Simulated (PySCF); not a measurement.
PySCF input for Ge(H)2(Et)(NH2) (C2H9GeN), SMILES C[CH2][GeH2][NH2], TDDFT-PBE0/def2-SVPD. Coordinates come from a B3LYP-D3(BJ)/def2-SVP optimisation. One conformer was computed; it need not be the lowest.

```python
import numpy as np
from pyscf import gto, scf, dft, tdscf

mol = gto.M(
    atom='''
    Ge    0.50797254   -0.35213623    0.31357706
    N     1.31608953    1.01967493   -0.64085036
    C    -1.32875095   -0.52449897   -0.36902273
    C    -2.10159608    0.79739946   -0.34566515
    H     1.34947211   -1.61707327    0.03454910
    H     0.46723529   -0.10109031    1.85017184
    H     0.98181874    1.94901966   -0.38894312
    H     2.33192266    1.02930745   -0.56028608
    H    -1.25586218   -0.91289374   -1.39807318
    H    -1.84529271   -1.29485261    0.22797110
    H    -2.18974751    1.20123283    0.67704632
    H    -3.12481403    0.67929655   -0.73924920
    H    -1.60039826    1.56028543   -0.96357316
    ''',
    basis='def2-SVPD',
    charge=0,
    spin=0,
    max_memory=1600,
    verbose=4,
)
mf = dft.RKS(mol, xc='pbe0').density_fit(auxbasis='def2-universal-jkfit')
mf.grids.level = 3
mf.conv_tol = 1e-9
mf.max_cycle = 100
mf.kernel()
mf.grids = dft.Grids(mol).set(level=1).build(with_non0tab=True)  # coarser grid for the response kernel
td = tdscf.TDDFT(mf)
td.singlet = True
td.nstates = 10
td.conv_tol = 1e-4
td.positive_eig_threshold = 1e-6
td.kernel(x0=td.get_init_guess(mf, 15))
td.analyze()
tt = tdscf.TDA(mf)
tt.singlet = False
tt.nstates = 4
tt.conv_tol = 1e-4
tt.positive_eig_threshold = 1e-6
tt.kernel(x0=tt.get_init_guess(mf, 9))
tt.analyze(verbose=3)
```

It prints:

```
PySCF version 2.14.0

[INPUT] verbose = 4
[INPUT] num. atoms = 13
[INPUT] num. electrons = 60
[INPUT] charge = 0
[INPUT] spin (= nelec alpha-beta = 2S) = 0
[INPUT] symmetry False subgroup None
[INPUT] Mole.unit = angstrom
[INPUT] Symbol           X                Y                Z      unit          X                Y                Z       unit  Magmom
[INPUT]  1 Ge     0.507972540000  -0.352136230000   0.313577060000 AA    0.959928979400  -0.665441033237   0.592574762346 Bohr   0.0
[INPUT]  2 N      1.316089530000   1.019674930000  -0.640850360000 AA    2.487048767108   1.926906353785  -1.211031667229 Bohr   0.0
[INPUT]  3 C     -1.328750950000  -0.524498970000  -0.369022730000 AA   -2.510975383256  -0.991159405916  -0.697351893439 Bohr   0.0
[INPUT]  4 C     -2.101596080000   0.797399460000  -0.345665150000 AA   -3.971441015660   1.506866591276  -0.653212464307 Bohr   0.0
[INPUT]  5 H      1.349472110000  -1.617073270000   0.034549100000 AA    2.550132700639  -3.055825603655   0.065288336850 Bohr   0.0
[INPUT]  6 H      0.467235290000  -0.101090310000   1.850171840000 AA    0.882946733832  -0.191032999747   3.496318060983 Bohr   0.0
[INPUT]  7 H      0.981818740000   1.949019660000  -0.388943120000 AA    1.855368522566   3.683113368793  -0.734995974834 Bohr   0.0
[INPUT]  8 H      2.331922660000   1.029307450000  -0.560286080000 AA    4.406695171067   1.945109178474  -1.058787242606 Bohr   0.0
[INPUT]  9 H     -1.255862180000  -0.912893740000  -1.398073180000 AA   -2.373235570399  -1.725119149430  -2.641975412300 Bohr   0.0
[INPUT] 10 H     -1.845292710000  -1.294852610000   0.227971100000 AA   -3.487097841556  -2.446916804578   0.430802943316 Bohr   0.0
[INPUT] 11 H     -2.189747510000   1.201232830000   0.677046320000 AA   -4.138023075848   2.270001060536   1.279432118445 Bohr   0.0
[INPUT] 12 H     -3.124814030000   0.679296550000  -0.739249200000 AA   -5.905042706898   1.283684436862  -1.396978525804 Bohr   0.0
[INPUT] 13 H     -1.600398260000   1.560285430000  -0.963573160000 AA   -3.024314401630   2.948512138849  -1.820889373382 Bohr   0.0

nuclear repulsion = 290.78701956866
number of shells = 74
number of NR pGTOs = 260
number of NR cGTOs = 170
basis = def2-SVPD
ecp = {}


[settings echo left out]
init E= -2211.94254866128
  HOMO = -0.304803911631766  LUMO = -0.0248016497729142  gap/eV = 7.61925
cycle= 1 E= -2212.55357742113  delta_E= -0.611  |g|= 0.575  |ddm|= 4.11
  HOMO = -0.183676256449198  LUMO = 0.0208845545369711  gap/eV = 5.56638
cycle= 2 E= -2212.49300171981  delta_E= 0.0606  |g|= 0.78  |ddm|= 2.13
  HOMO = -0.270805734340303  LUMO = 0.0106906004934131  gap/eV = 7.65991
cycle= 3 E= -2212.61483520065  delta_E= -0.122  |g|= 0.0756  |ddm|= 1.26
  HOMO = -0.260461832305694  LUMO = 0.0129522394179711  gap/eV = 7.43998
cycle= 4 E= -2212.61602382002  delta_E= -0.00119  |g|= 0.025  |ddm|= 0.165
  HOMO = -0.26348326419084  LUMO = 0.012591249635411  gap/eV = 7.51237
cycle= 5 E= -2212.61614224889  delta_E= -0.000118  |g|= 0.00533  |ddm|= 0.0313
  HOMO = -0.26343865688415  LUMO = 0.0125576159406675  gap/eV = 7.51024
cycle= 6 E= -2212.61614966961  delta_E= -7.42e-06  |g|= 0.00171  |ddm|= 0.0111
  HOMO = -0.263427095169685  LUMO = 0.012569709559429  gap/eV = 7.51026
cycle= 7 E= -2212.61615033492  delta_E= -6.65e-07  |g|= 0.000238  |ddm|= 0.00221
  HOMO = -0.263443454174706  LUMO = 0.0125649389937741  gap/eV = 7.51057
cycle= 8 E= -2212.61615034901  delta_E= -1.41e-08  |g|= 4.52e-05  |ddm|= 0.000543
  HOMO = -0.263441547653026  LUMO = 0.0125659671503353  gap/eV = 7.51055
cycle= 9 E= -2212.61615034967  delta_E= -6.6e-10  |g|= 9.57e-06  |ddm|= 0.000134
  HOMO = -0.26344035289086  LUMO = 0.0125662884521573  gap/eV = 7.51052
Extra cycle  E= -2212.61615034965  delta_E= 1.82e-11  |g|= 1.1e-05  |ddm|= 4.15e-05
converged SCF energy = -2212.61615034965
tot grids = 45144
Overwritten attributes  positive_eig_threshold  of <class 'pyscf.tdscf.rks.TDDFT'>


******** <class 'pyscf.tdscf.rks.TDDFT'> for <class 'pyscf.df.df_jk.DFRKS'> ********
nstates = 10 singlet
deg_eia_thresh = 1.000e-03
wfnsym = None
conv_tol = 0.0001
eigh lindep = 1e-12
eigh level_shift = 0
eigh max_cycle = 100


Excitation energies (eV)
[6.13344384 6.91829828 7.17901227 7.49090114 7.82136528 7.89591197
 7.97684788 8.01419228 8.27834697 8.31282655]

** Singlet excitation energies and oscillator strengths **
Excited State   1:      6.13344 eV    202.14 nm  f=0.0186
      30 -> 31        0.69138
      30 -> 32        0.10682
Excited State   2:      6.91830 eV    179.21 nm  f=0.0405
      30 -> 31        0.10968
      30 -> 32       -0.68312
Excited State   3:      7.17901 eV    172.70 nm  f=0.0315
      30 -> 33        0.68465
      30 -> 34        0.11192
Excited State   4:      7.49090 eV    165.51 nm  f=0.0299
      29 -> 31        0.68100
Excited State   5:      7.82137 eV    158.52 nm  f=0.0133
      29 -> 32        0.22387
      30 -> 33       -0.10482
      30 -> 34        0.47021
      30 -> 35        0.41922
      30 -> 36       -0.16455
Excited State   6:      7.89591 eV    157.02 nm  f=0.0270
      29 -> 32        0.31852
      30 -> 34       -0.48215
      30 -> 35        0.30283
      30 -> 36       -0.20413
Excited State   7:      7.97685 eV    155.43 nm  f=0.0057
      28 -> 31        0.11332
      29 -> 32       -0.51592
      30 -> 35        0.15642
      30 -> 36       -0.40016
Excited State   8:      8.01419 eV    154.71 nm  f=0.0292
      29 -> 32       -0.24308
      30 -> 34       -0.10234
      30 -> 35        0.40862
      30 -> 36        0.46161
      30 -> 38        0.11483
      30 -> 39        0.11066
Excited State   9:      8.27835 eV    149.77 nm  f=0.0221
      28 -> 31        0.29254
      29 -> 32        0.11209
      30 -> 37        0.59739
Excited State  10:      8.31283 eV    149.15 nm  f=0.0330
      28 -> 31       -0.59952
      28 -> 32       -0.11127
      30 -> 37        0.31173

** Transition electric dipole moments (AU) **
state          X           Y           Z        Dip. S.      Osc.
  1        -0.0184      0.0491     -0.3480      0.1239      0.0186
  2        -0.2661     -0.2366      0.3344      0.2387      0.0405
  3         0.1040     -0.1081      0.3956      0.1790      0.0315
  4        -0.2947      0.1055     -0.2554      0.1632      0.0299
  5        -0.1205     -0.1396     -0.1875      0.0691      0.0133
  6        -0.2230     -0.2205     -0.2026      0.1394      0.0270
  7         0.0323     -0.0653      0.1547      0.0292      0.0057
  8        -0.0715      0.0705     -0.3723      0.1487      0.0292
  9         0.1993     -0.0979     -0.2438      0.1087      0.0221
 10        -0.3083      0.1051      0.2365      0.1620      0.0330

** Transition velocity dipole moments (imaginary part, AU) **
state          X           Y           Z        Dip. S.      Osc.
  1        -0.0062      0.0094     -0.0860      0.0075      0.0222
  2        -0.0673     -0.0620      0.0842      0.0155      0.0406
  3         0.0259     -0.0299      0.1018      0.0119      0.0301
  4        -0.0816      0.0291     -0.0757      0.0132      0.0320
  5        -0.0349     -0.0383     -0.0567      0.0059      0.0137
  6        -0.0667     -0.0650     -0.0626      0.0126      0.0289
  7         0.0092     -0.0212      0.0404      0.0022      0.0049
  8        -0.0197      0.0207     -0.1098      0.0129      0.0291
  9         0.0596     -0.0337     -0.0765      0.0105      0.0231
 10        -0.0953      0.0297      0.0734      0.0153      0.0335

** Transition magnetic dipole moments (imaginary part, AU) **
state          X           Y           Z
  1         0.7467     -0.5384     -0.0399
  2        -0.0245      0.5276      0.3385
  3         0.0437     -0.2604     -0.2234
  4         0.1374      0.3062      0.1752
  5        -0.7084     -0.3812     -0.0729
  6         0.0170     -0.1822      0.3018
  7        -0.0374      0.0546     -0.4412
  8        -0.1306     -0.0622     -0.3671
  9        -0.5125      0.2152     -0.1301
 10         0.4957      0.3532      0.7222
Overwritten attributes  positive_eig_threshold  of <class 'pyscf.tdscf.rks.TDA'>


******** <class 'pyscf.tdscf.rks.TDA'> for <class 'pyscf.df.df_jk.DFRKS'> ********
nstates = 4 triplet
deg_eia_thresh = 1.000e-03
wfnsym = None
conv_tol = 0.0001
eigh lindep = 1e-12
eigh level_shift = 0
eigh max_cycle = 100


Excitation energies (eV)
[5.74626794 6.56722114 6.88940647 7.2302108 ]

** Triplet excitation energies and oscillator strengths **
Excited State   1:      5.74627 eV    215.76 nm  f=0.0000
Excited State   2:      6.56722 eV    188.79 nm  f=0.0000
Excited State   3:      6.88941 eV    179.96 nm  f=0.0000
Excited State   4:      7.23021 eV    171.48 nm  f=0.0000
```

The calculation finished and met its thresholds.
